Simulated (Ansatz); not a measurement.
`CCB(C)F` + `C=C` → `C=CCB(C)F` + CH₄ at 600 K and 1 bar (formal exchange of groups at a C–C bond).

Isolated molecules relaxed with PBE0-D4/def2-TZVP in Ansatz; ΔE leaves out vibrations. CBS: MP2 limit from def2 TZ/QZ plus the TZ coupled-cluster correction, frozen cores. This one scheme is used for every species. One conformer a species, not always the lowest.

| species | CCSD(T)/CBS energy (Eh) | H − E (kJ/mol) | S (J/(mol·K)) |
| --- | --- | --- | --- |
| `CCB(C)F` | -243.64137 | 348.3 | 446.8 |
| `C=C` | -78.48111 | 161.6 | 257.2 |
| `C=CCB(C)F` | -281.66854 | 369.3 | 474.7 |
| CH₄ | -40.46206 | 140.4 | 215.7 |

H − E and S are ideal-gas, rigid-rotor, harmonic terms from PBE0-D4/def2-TZVP, for one conformer and one mirror image of each species. 1 Eh = 2625.50 kJ/mol, R = 8.31446 J/(mol·K).

Task: By hand: ΔE, ΔH, ΔS and ΔG.

Result: ΔE = (-281.66854) + (-40.46206) − (-243.64137) − (-78.48111) = -0.00812 Eh = -21.3 kJ/mol. Δ(H − E) = 369.3 + 140.4 − 348.3 − 161.6 = -0.2, so ΔH = -21.5 kJ/mol. ΔS = 474.7 + 215.7 − 446.8 − 257.2 = -13.6 J/(mol·K). ΔG = -21.5 − 600 × (-13.6)/1000 = -13.3 kJ/mol.

Task: By hand: the equilibrium constant, and the temperature at which ΔG would vanish if ΔH and ΔS stayed fixed.

Result: log₁₀ K = −ΔG/(RT ln 10) = 1.2. ΔG = 0 at ΔH/ΔS = 1581 K, though so small a ΔS makes that figure unsure.

TΔS isn't small against ΔH here. A doubt of 5 kJ/mol in ΔE shifts log₁₀ K by 0.4 here. Other conformers and mirror images would add mixing entropy, several J/(mol·K) or more a flexible species. Modes under 60 cm⁻¹, often nearly free rotors, make the harmonic entropy too high. These are equilibria of isolated gas molecules and say nothing of rates. Largest T1 diagnostic: 0.012 (customary marks: 0.02 for closed shells, 0.045 for open ones).
